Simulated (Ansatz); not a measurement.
Species: BClI, SMILES `Cl[B]I` (charge 0, multiplicity 2), formula BClI.

Problem. How many basis functions does frozen-core CCSD(T)/def2-TZVPP // PBE0-D3(BJ)/def2-TZVP in Ansatz (an electronic-structure program) use, how many core orbitals are frozen, and how many electrons are correlated?

Solution. 123 basis functions and 10 frozen orbitals, which leaves 27 correlated electrons (filled d shells below the valence shell are correlated). Core time is of the order of minutes.
